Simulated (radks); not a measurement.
Effect of the nuclear size on the cobalt ion Co3+, [Ar] 3d6. Calculated with a radial shooting solver on a logarithmic mesh with Libxc functionals: Dirac Kohn-Sham, relativistic LDA (MacDonald-Vosko exchange, VWN5 correlation), spin-unpolarised, spherical densities, finite nucleus; open shells fill j = l - 1/2 first; Fermi nuclear charge, rms radius 3.7875 fm. The rms radius is varied about that value; shifts are against it.

rms radius (fm)	total energy shift (eV)	density at nucleus (e/bohr^3)	1s1/2 shift (meV)	2s1/2 shift (meV)	3s1/2 shift (meV)
3.1777	-0.0396	1.719e+04	-16.8	-1.54	-0.230
3.4618	-0.0220	1.713e+04	-9.30	-0.854	-0.128
3.7875	0	1.706e+04	0.000	0.000	0.000
3.9049	0.00838	1.703e+04	3.55	0.326	0.049
4.189	0.0297	1.698e+04	12.6	1.15	0.173

Slopes of the eigenvalues against <r^2> in GHz/fm^2, as finite differences over the two radii next to the reference (eigenvalue slopes, not the field-shift constants of lines): 1s1/2 952, 2s1/2 87.4, 3s1/2 13.1.
